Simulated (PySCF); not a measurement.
C5H9Cl (SMILES CCC/C=C\Cl), singlet, at a GFN2-xTB geometry. Base run: DF-B3LYP/def2-SVPD (PySCF).

Input for PySCF:
```python
from pyscf import gto, scf, dft

mol = gto.M(
    atom='''
C    -3.137915    0.175237    0.041064
C    -1.889130   -0.646388   -0.250932
C    -0.709130    0.248440   -0.644721
C     0.504758   -0.562710   -0.952946
C     1.668032   -0.502530   -0.328013
Cl    2.000248    0.575626    0.976883
H    -2.953571    0.873062    0.854785
H    -3.435514    0.744457   -0.837105
H    -3.963122   -0.473239    0.325730
H    -2.095347   -1.350776   -1.060015
H    -1.616798   -1.225604    0.633773
H    -0.494393    0.947658    0.163816
H    -0.984853    0.825339   -1.532293
H     0.405291   -1.279517   -1.757025
H     2.514410   -1.119324   -0.585400
''',
    basis='def2-svpd',
    charge=0,
    spin=0,
    verbose=4,
    max_memory=1800,
)

mf = dft.RKS(mol)
mf.xc = 'b3lyp'
mf = mf.density_fit(auxbasis='def2-universal-jkfit')
mf.kernel()
```

All variants below ran on the same shared machine, one core each. Differences are taken from the largest basis of the diffuse def2 family in the series, which isn't the basis-set limit (def2-TZVPPD: -6.926 eV). The cheapest run took roughly 22 core-seconds.

| setting | basis functions | cost, times the cheapest (rough) | difference in HOMO energy (eV) |
|---|---|---|---|
| def2-SVPD | 199 | 1 | -0.047 |
| def2-TZVPD | 312 | 2 | 0.000 |
| def2-TZVPPD | 389 | 4 | reference |

Times come from a shared machine, hold the start-up and are rough.
